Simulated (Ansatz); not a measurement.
The same path of a periodic cell of 17 atoms, Si16Ge (host Si, host structure diamond, interstitial Ge) was run twice with different band settings. Lost on the way: Si15–Ge17. Made: Si4–Ge17.

Theory: DFT r2SCAN, scalar-relativistic, plane waves, PAW (Ansatz). Settings: PAW set soft_1, cutoff 500 eV, k mesh 2x2x2, gaussian smearing 0.05 eV, no spin polarisation.

Relaxed end points:

```xyz
17
Lattice="0.0000 5.4300 5.4300 5.4300 0.0000 5.4300 5.4300 5.4300 0.0000" Properties=species:S:1:pos:R:3
Si -0.002 -0.006 0.007
Si 1.362 1.357 1.313
Si 2.724 2.721 0.007
Si 4.077 4.073 1.359
Si 2.755 -0.037 2.679
Si 4.123 1.358 4.074
Si 5.428 2.721 2.710
Si 6.792 4.027 4.073
Si -0.032 2.751 2.680
Si 1.362 4.119 4.074
Si 2.724 5.424 2.710
Si 4.030 6.788 4.074
Si 2.756 2.753 5.469
Si 4.079 4.073 6.789
Si 5.397 5.394 5.467
Si 6.792 6.788 6.834
Ge 6.792 6.788 4.074
```

```xyz
17
Lattice="0.0000 5.4300 5.4300 5.4300 0.0000 5.4300 5.4300 5.4300 0.0000" Properties=species:S:1:pos:R:3
Si 0.001 0.007 -0.001
Si 1.322 1.325 1.321
Si 2.716 2.719 -0.046
Si 4.111 4.113 1.319
Si 2.716 -0.043 2.715
Si 4.109 1.325 4.108
Si 5.477 2.719 2.714
Si 6.782 4.081 4.078
Si -0.045 2.719 2.715
Si 1.321 4.112 4.109
Si 2.716 5.480 2.714
Si 4.079 6.785 4.078
Si 2.715 2.719 5.475
Si 4.079 4.081 6.781
Si 5.431 5.433 5.430
Si 6.782 6.785 6.781
Ge 8.146 8.151 2.714
```

Common settings: climbing image yes; spring 5.0 eV/Å²; optimiser quadratic models (default); end points relaxed.

| run | movable images | start path | force threshold | iteration limit |
| --- | --- | --- | --- | --- |
| 1 | 7 | straight line | 0.03 eV/Å | 9 |
| 2 | 1 | default | 0.05 eV/Å | 50 |

(1) What does each run give, and how far can it be trusted?

Answers

(1) Run 1: converged after 7 iterations, highest image 0.352 eV above the first end. Beside the main top the profile has a ripple of under 15 meV (maxima at images 3, 5), which may be a very shallow well or noise. The order of the stationary point at the top wasn't checked.
Run 2: converged after 6 iterations, highest image 0.345 eV above the first end. The order of the stationary point at the top wasn't checked. So few images can step over the top or miss a turn of the path.
Limits of this set-up: coarse k mesh, a small cell, in which the defect meets its images.
